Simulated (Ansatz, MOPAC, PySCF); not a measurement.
Donor–acceptor adduct: BH3 (SMILES B) (first 4 atoms) with C2H6S (SMILES CSC); geometry from B3LYP-D3(BJ)/def2-TZVP, rigid monomers moved along the line of their centres of mass till B1···S6 is 3.49 Å.
(charge 0, multiplicity 1):
```xyz
13

B     -0.329     0.603     0.760
H      0.002    -0.221    -0.056
H     -1.495     0.904     0.706
H      0.433     1.529     0.890
C      1.900    -1.168     4.084
S      0.127    -0.903     3.879
C     -0.150     0.371     5.126
H      2.103    -1.583     5.070
H      2.201    -1.877     3.315
H      2.425    -0.227     3.937
H      0.039    -0.032     6.120
H     -1.192     0.672     5.041
H      0.494     1.225     4.919
```

Interaction energies are E(AB) − E(A) − E(B) at the monomers' geometry in the complex; basis-set methods are counterpoise corrected. Rows marked so take none.

Rows in 6-31G*, STO-3G carry no dispersion term and start afresh at each structure (6-31G* with six Cartesian d functions). The state that PM6 reach isn't checked.

Codes used: Ansatz (a program for electronic structure) with Gaussian orbitals; MOPAC for PM6 (differences of heats of formation); PySCF for 6-31G* rows, STO-3G rows. 

Q: One of these levels gives -174.1 meV for the interaction energy. Name it.
(A) PM6
(B) HF/STO-3G (no counterpoise)
(C) HF/6-31G* (no counterpoise)
(D) PBE/def2-TZVPPD

A: C, HF/6-31G* (no counterpoise). The others give -98.3 (PM6), -120.7 (HF/STO-3G (no counterpoise)), -271.4 (PBE/def2-TZVPPD)
